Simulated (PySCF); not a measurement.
A structure optimised at B3LYP-D3(BJ)/def2-SVP, used in a PySCF frequency run:

```xyz
7

Al    -0.0214     0.9233     0.0000
F     -1.5030     1.6558     0.0000
N      0.0468    -0.8381     0.0000
C      0.0347    -2.0413     0.0000
O      0.0329    -3.2119     0.0000
O      1.3430     1.9093     0.0000
H      2.2618     1.6296     0.0000
```

### Question
Write its SMILES, formula and point group.

### Answer
O=C=[N][Al]([OH])[F], CHAlFNO2, Cs

### Question
What are its rotational constants (standard atomic weights)?

### Answer
6.5860, 1.3994, 1.1542 GHz
